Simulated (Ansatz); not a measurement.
One change: `B[O][AlH][CH3]` becomes `C#C[O][AlH][CH3]`.

Ansatz, PBE0-D4/def2-TZVP geometries, multiplicity 1. Each molecule was computed in one conformer, which needn't be the lowest.

```
                                        property  `B[O][AlH][CH3]`
         HOMO–LUMO gap (ωB97M-V/def2-TZVPP) / eV             10.99
              HOMO energy (PBE0/def2-TZVPP) / eV             -7.84
size of the dipole moment (B3LYP/def2-TZVPP) / D              1.64
               HOMO energy (PBE/def2-TZVPP) / eV             -6.44
  size of the dipole moment (PBE/def2-TZVPP) / D              1.75
           LUMO energy (ωB97M-V/def2-TZVPP) / eV              0.80
```

**Question.** What does the change do to each property? (Estimate.)

**Answer.** The calculation gave: 
```csv
property,`C#C[O][AlH][CH3]`,shift
HOMO–LUMO gap (ωB97M-V/def2-TZVPP) / eV,9.64,-1.35
HOMO energy (PBE0/def2-TZVPP) / eV,-6.94,0.90
size of the dipole moment (B3LYP/def2-TZVPP) / D,2.41,0.77
HOMO energy (PBE/def2-TZVPP) / eV,-5.73,0.71
size of the dipole moment (PBE/def2-TZVPP) / D,2.42,0.67
LUMO energy (ωB97M-V/def2-TZVPP) / eV,0.43,-0.37
```

With PBE0 the HOMO rises by 0.90 eV and the LUMO falls by 0.41 eV, so the gap narrows by about 1.31 eV. PBE moves the HOMO by 0.71 eV and ωB97M-V by 0.98 eV. Dipoles are sizes alone; their direction can turn.

B3LYP here is the variant with VWN-RPA as its local correlation; programs differ in this.
